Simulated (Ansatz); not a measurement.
Job for Ansatz (a first-principles code): R-CCSD(T)/def2-TZVPP on BiF2HTe (SMILES [F][Bi]([F])[TeH]), a point of a torsion scan. Elements past Kr take the def2 small-core potentials; no spin–orbit coupling. The run froze 20 orbitals, filled d shells among them.

Ansatz 0.2 input:
```yaml
crystal:
  periodic: [false, false, false]
  atoms:
    - {symbol: F, position_ang: [-1.29981893, 1.58526892, 0.41834374]}
    - {symbol: Bi, position_ang: [-0.71295386, 0.01569355, -0.78115526]}
    - {symbol: F, position_ang: [-1.63758663, -1.36718133, 0.44424272]}
    - {symbol: Te, position_ang: [1.60559968, -0.18677835, 0.63314770]}
    - {symbol: H, position_ang: [0.88568454, 0.35831902, 1.98675666]}
basis:
  gaussian:
    orbitals: def2-TZVPP
magnetization: {spin_polarized: false}
correlation: {method: ccsd_t, electrons: outside_noble_gas}
scf: {lower_state_search: off}
```

Program output:

```
WARN ansatz: RAYON_NUM_THREADS=1 ignored (pool sized by the plan → 1); use --threads N
Functional definition: HF
these checks for a lower state are left out or cut short: stability, starts, cluster_reference, orbital_swaps, neighbouring_geometries, increment
integrals: 0.56 GiB planned
1436 factors; integrals over basis functions are off by at most 7.5e-4 eV
mean field: 0.67 GiB planned
mean field evaluation 1: about -18504.0115 eV, gradient 4.7e1 eV
mean field evaluation 2: about -18504.0618 eV, gradient 4.7e1 eV
mean field evaluation 4: about -18508.2269 eV, gradient 2.8e0 eV
mean field evaluation 8: about -18508.2929 eV, gradient 4.8e-1 eV
mean field evaluation 16: about -18508.2949 eV, gradient 1.4e-6 eV
mean field -18508.29494173 eV, -680.1672937358 hartree, gradient 1.4e-6 eV, S^2 0.000000; 0 other end points of the search recorded, 0 dependent functions left out
20 core orbitals not correlated, not the lowest: weight in the atoms' cores, before any rotation towards them, 0.772 or more for the frozen orbitals, at most 0.210 for the correlated occupied ones
reference -18508.29494173 eV, -680.1672937358 hartree; 13, 13 occupied and 143, 143 virtual orbitals, 1436 factors
second order -20.58588099 eV of doubles, -0.00000000 eV of singles
coupled cluster: 1.58 GiB planned
cycle   1  -20.31547343 eV  change    2.7e-1 eV  update   1.3e-1
cycle   2  -20.83264213 eV  change   -5.2e-1 eV  update   5.3e-2
cycle   3  -20.99613427 eV  change   -1.6e-1 eV  update   2.5e-2
cycle   4  -20.98463493 eV  change    1.1e-2 eV  update   7.3e-3
cycle   5  -20.97637714 eV  change    8.3e-3 eV  update   3.2e-3
cycle   6  -20.97779863 eV  change   -1.4e-3 eV  update   1.2e-3
cycle   7  -20.97768595 eV  change    1.1e-4 eV  update   4.7e-4
cycle   8  -20.97723480 eV  change    4.5e-4 eV  update   1.8e-4
cycle   9  -20.97727500 eV  change   -4.0e-5 eV  update   8.8e-5
cycle  10  -20.97734988 eV  change   -7.5e-5 eV  update   3.3e-5
cycle  11  -20.97730562 eV  change    4.4e-5 eV  update   1.5e-5
cycle  12  -20.97731062 eV  change   -5.0e-6 eV  update   6.4e-6
perturbative correction -0.77490446 eV, -0.0284772135 hartree
Total energy: -18530.04715681 eV, -680.9666728956 hartree
Checks for a lower state left out: stability, starts, cluster_reference, orbital_swaps, neighbouring_geometries, increment
```

Self-consistency was reached.

Cost: very roughly 50 core-seconds.
